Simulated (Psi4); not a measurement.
Psi4 input (wB97X-D/6-31G*):

```
memory 1500 MB

molecule {
1 1
Mg   -0.00000000   -0.00000000   -1.24137164
Cl    0.00000000    0.00000000    0.87626233
symmetry c1
no_reorient
no_com
}

set {
  basis 6-31G*
  reference rks
  scf_type pk
  dft_radial_points 99
  dft_spherical_points 590
  e_convergence 1e-8
  d_convergence 1e-7
  maxiter 150
}

e = energy('wb97x-d')
print_out(f'\nFINAL {e:.10f} DIPOLE {variable("CURRENT DIPOLE")[0]:.6f} {variable("CURRENT DIPOLE")[1]:.6f} {variable("CURRENT DIPOLE")[2]:.6f}\n')
```

From the last part of the output:

```
    One-Electron Energy =               -1010.1392487877562871
    Two-Electron Energy =                 331.6919408711539177
    DFT Exchange-Correlation Energy =     -32.5317518653975171
    Empirical Dispersion Energy =          -0.0000571224647147
    VV10 Nonlocal Energy =                  0.0000000000000000
    Total Energy =                       -660.0013971917985600

Computation Completed

Properties will be evaluated at   0.000000,   0.000000,   0.000000 [a0]

Properties computed using the SCF density matrix

 Multipole Moments:

 ------------------------------------------------------------------------------------
     Multipole            Electronic (a.u.)      Nuclear  (a.u.)        Total (a.u.)
 ------------------------------------------------------------------------------------

 L = 1.  Multiply by 2.5417464519 to convert [e a0] to [Debye]
 Dipole X            :          0.0000000            0.0000000            0.0000000
 Dipole Y            :         -0.0000000            0.0000000           -0.0000000
 Dipole Z            :         -4.2304159           -0.0000001           -4.2304160
 Magnitude           :                                                    4.2304160

 ------------------------------------------------------------------------------------

FINAL -660.0013971918 DIPOLE 0.000000 -0.000000 -4.230416

*** Psi4 exiting successfully. Buy a developer a beer!
```

The dipole moment of an ion depends on the origin.
